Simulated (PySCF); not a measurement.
**Trend along the fifth-period p block: MCa cations**

CCSD(T) with double-zeta basis sets in PySCF, for the lowest determinant that a PBE0 search found; no spin–orbit coupling. De refers to high-spin ground-configuration atoms (the charge goes to the atom of lower measured ionisation energy or higher electron affinity, which is not always the lowest computed limit).

| M | basis | reference, frozen orbitals | charged atom | state (unpaired electrons) | Re (Å) | ωe (cm⁻¹) | De (eV) |
| --- | --- | --- | --- | --- | --- | --- | --- |
| In | def2-SVP | RHF, 9 | In+ | singlet (closed shell) | 3.687 | 109 | 1.13 |
| Te | def2-SVP | UHF, 9 | Ca+ | doublet (π ↑) | 2.893 | 235 | 1.62 |
| I | def2-SVP | RHF, 9 | Ca+ | singlet (closed shell) | 2.766 | 273 | 2.63 |

The shortest bond is that of CaI⁺ (2.766 Å), the longest that of CaIn⁺ (3.687 Å). CaI⁺ is bound most strongly (2.63 eV) and CaIn⁺ least (1.13 eV).

The state changes along the series, so neighbouring rows are not always alike in their bonding.

Correlated steps freeze 9 core orbitals. Correlated levels converge slowly with the basis: in double zeta they bind strong bonds too weakly, by up to about 1 eV, and carry superposition errors of some tenths. Spin–orbit coupling is left out, which matters for elements this heavy, above all for dissociation energies. For an ion De counts to the pair picked by the measured ionisation energies or electron affinities, which need not be the lowest pair at this level. Where the molecule has an RHF reference, its open-shell atoms are computed with UHF. States were picked by a PBE0 search and need not be the measured ground states.
